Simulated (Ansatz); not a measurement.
# Nudged elastic band run: Cl₂F₂H₂Hf

input.yaml

```yaml
crystal:
  periodic: [false, false, false]
  atoms:
    - { symbol: Hf, position_ang: [-0.006048, -0.126194, 0.11383] }
    - { symbol: Cl, position_ang: [-0.162862, -0.465464, 2.433789] }
    - { symbol: Cl, position_ang: [2.169465, -0.28964, -0.749754] }
    - { symbol: F, position_ang: [-0.914043, 1.428861, -0.485026] }
    - { symbol: F, position_ang: [-0.96231, -1.555109, -0.665423] }
    - { symbol: H, position_ang: [1.343078, 2.180033, 0.884561] }
    - { symbol: H, position_ang: [1.107419, 1.939413, 1.568524] }
basis:
  gaussian: { orbitals: def2-SVP }
hamiltonian:
  xc: pbe0
  dispersion: d4
neb:
  order_check: false
  images: 2
  f_tol: 0.05
  max_iterations: 60
  climbing: true
  final_atoms:
    - { symbol: Hf, position_ang: [0.11408554, 0.42432907, -0.32523694] }
    - { symbol: Cl, position_ang: [0.94635007, -0.25339997, 2.47620394] }
    - { symbol: Cl, position_ang: [2.22772222, -0.47959219, -0.84923849] }
    - { symbol: F, position_ang: [-0.52164192, 1.20519, -1.92475908] }
    - { symbol: F, position_ang: [-1.28869906, -0.73616217, 0.22486745] }
    - { symbol: H, position_ang: [0.20069529, 1.95424252, 0.70447117] }
    - { symbol: H, position_ang: [0.89618684, 0.99729274, 2.79419296] }
  initial_path:
    images:
      - { positions_ang: [[-0.006048, -0.126194, 0.11383], [-0.162862, -0.465464, 2.433789], [2.169465, -0.28964, -0.749754], [-0.914043, 1.428861, -0.485026], [-0.96231, -1.555109, -0.665423], [1.343078, 2.180033, 0.884561], [1.107419, 1.939413, 1.568524]] }
      - { positions_ang: [[-0.00540016, -0.03597923, 0.03474521], [-0.05819017, -0.16959189, 2.72128807], [2.30407983, -0.1030719, -0.81232076], [-0.91698494, 1.57138794, -0.59291558], [-0.95837693, -1.5772628, -0.67616012], [1.20918217, 1.85254098, 0.75583383], [1.0003892, 1.5738769, 1.67003034]] }
      - { positions_ang: [[0.03464435, 0.14752846, -0.11161044], [0.31154719, -0.09890388, 2.73542639], [2.3234989, -0.16638929, -0.84548225], [-0.78618458, 1.49683094, -1.0728266], [-1.06717328, -1.30428052, -0.37939664], [0.82838793, 1.77727749, 0.69580388], [0.92997849, 1.25983681, 2.07858666]] }
      - { positions_ang: [[0.11408554, 0.42432907, -0.32523694], [0.94635007, -0.25339997, 2.47620394], [2.22772222, -0.47959219, -0.84923849], [-0.52164192, 1.20519, -1.92475908], [-1.28869906, -0.73616217, 0.22486745], [0.20069529, 1.95424252, 0.70447117], [0.89618684, 0.99729274, 2.79419296]] }
```

Run as:

```bash
$ ansatz run input.yaml --threads 2 --pin off --max-ram 3072MiB --backend cpu --events-out ev --progress --plain --runs-dir out
```

Output, in part (warnings, iteration lines, the closing report on the highest movable image, with atoms numbered from 0):

```
NEB end point (image 0): max|allowed force component| = 2.605e-2 eV/Å (the criterion of neb.relax_end_points is 1.000e-2)
NEB end point (image 3): max|allowed force component| = 1.840e-2 eV/Å (the criterion of neb.relax_end_points is 1.000e-2)
NEB iter   1: max|band force component| = 4.466e0 eV/Å  barrier→ = 2.9221 eV  barrier← = 1.2501 eV  Δτ_max = 0.2000 Å  (109 SCF iters)
NEB iter   2: max|band force component| = 2.422e0 eV/Å  barrier→ = 2.0485 eV  barrier← = 0.3765 eV  Δτ_max = 0.2000 Å  (72 SCF iters)
NEB iter   3: max|band force component| = 1.573e0 eV/Å  barrier→ = 1.7144 eV  barrier← = 0.0424 eV  Δτ_max = 0.2000 Å  (72 SCF iters)
NEB iter   4: max|band force component| = 8.834e-1 eV/Å  barrier→ = 1.6720 eV  barrier← = 0.0000 eV  Δτ_max = 0.1986 Å  (72 SCF iters)
NEB iter   5: max|band force component| = 8.881e-1 eV/Å  barrier→ = 1.6720 eV  barrier← = 0.0000 eV  Δτ_max = 0.0987 Å  (71 SCF iters)
NEB iter   6: max|band force component| = 5.198e-1 eV/Å  barrier→ = 1.6720 eV  barrier← = 0.0000 eV  Δτ_max = 0.0993 Å  (61 SCF iters)
NEB iter   7: max|band force component| = 1.098e0 eV/Å  barrier→ = 1.3711 eV  barrier← = -0.3008 eV  CI = image 2  Δτ_max = 0.1014 Å  (61 SCF iters)
NEB iter   8: max|band force component| = 6.751e-1 eV/Å  barrier→ = 1.4763 eV  barrier← = -0.1957 eV  CI = image 2  Δτ_max = 0.1465 Å  (67 SCF iters)
NEB iter   9: max|band force component| = 1.730e0 eV/Å  barrier→ = 1.7025 eV  barrier← = 0.0305 eV  CI = image 2  Δτ_max = 0.0716 Å  (65 SCF iters)
NEB iter  10: max|band force component| = 1.996e0 eV/Å  barrier→ = 1.7594 eV  barrier← = 0.0874 eV  CI = image 2  Δτ_max = 0.1117 Å  (59 SCF iters)
NEB iter  11: max|band force component| = 1.143e0 eV/Å  barrier→ = 1.7187 eV  barrier← = 0.0467 eV  CI = image 2  Δτ_max = 0.1090 Å  (60 SCF iters)
NEB iter  12: max|band force component| = 4.759e-1 eV/Å  barrier→ = 1.7111 eV  barrier← = 0.0391 eV  CI = image 2  Δτ_max = 0.1421 Å  (62 SCF iters)
NEB iter  13: max|band force component| = 3.467e-1 eV/Å  barrier→ = 1.7024 eV  barrier← = 0.0304 eV  CI = image 2  Δτ_max = 0.1809 Å  (62 SCF iters)
NEB iter  14: max|band force component| = 9.051e-2 eV/Å  barrier→ = 1.6879 eV  barrier← = 0.0159 eV  CI = image 2  Δτ_max = 0.0461 Å  (63 SCF iters)
NEB iter  15: max|band force component| = 1.010e-1 eV/Å  barrier→ = 1.6878 eV  barrier← = 0.0158 eV  CI = image 2  Δτ_max = 0.0622 Å  (63 SCF iters)
NEB iter  16: max|band force component| = 4.661e-2 eV/Å  barrier→ = 1.6879 eV  barrier← = 0.0159 eV  CI = image 2  Δτ_max = 0.0000 Å  (119 SCF iters)
Total energy: -31799.18728055 eV, -1168.5985782970 hartree
Atom 0 at     0.160155     0.424479    -0.235963 Å, force     0.046498    -0.028497    -0.045292 eV/Å
Atom 1 at     0.972387    -0.322887     2.472076 Å, force    -0.000002     0.008884     0.015466 eV/Å
Atom 2 at     2.297629    -0.332182    -0.874755 Å, force    -0.013405     0.009302     0.009055 eV/Å
Atom 3 at    -0.485414     1.371365    -1.738034 Å, force    -0.017300     0.008091    -0.022818 eV/Å
Atom 4 at    -1.210768    -0.837410     0.128791 Å, force    -0.028931    -0.022113     0.003077 eV/Å
Atom 5 at     0.156397     1.854818     0.953846 Å, force     0.011493     0.032892     0.041038 eV/Å
Atom 6 at     0.684312     0.953718     2.394541 Å, force     0.001647    -0.008558    -0.000526 eV/Å
Dipole moment:     0.060034     0.100150     0.452362 e Å
```

The forces met the threshold. Neighbouring images differ by up to 1.4 eV, so the band resolves the path poorly. Another band between the same ends (5 images) ends at a top of the same energy, where a vibrational analysis finds 1 clearly imaginary mode. So few images can step over the top or miss a turn of the path. The orbitals stay closed-shell, which can raise the energy where a bond breaks towards radicals; this wasn't checked here.

Final band (atoms are numbered from 1 in the order of the input):

```json
{"image": "0", "path coordinate (Å)": "0.00", "energy (eV)": "0.00", "H6–H7 (Å)": "0.76", "Hf1–H6 (Å)": "2.78", "Cl2–H7 (Å)": "2.85"}
{"image": "1", "path coordinate (Å)": "1.66", "energy (eV)": "0.31", "H6–H7 (Å)": "0.78", "Hf1–H6 (Å)": "2.40", "Cl2–H7 (Å)": "2.34"}
{"image": "2", "path coordinate (Å)": "3.32", "energy (eV)": "1.69", "H6–H7 (Å)": "1.78", "Hf1–H6 (Å)": "1.86", "Cl2–H7 (Å)": "1.31"}
{"image": "3", "path coordinate (Å)": "3.87", "energy (eV)": "1.67", "H6–H7 (Å)": "2.40", "Hf1–H6 (Å)": "1.85", "Cl2–H7 (Å)": "1.29"}
```

Time of the run: 99 s on 2 threads of Arm Neoverse V2, on a shared host, peak memory 0.25 GiB.
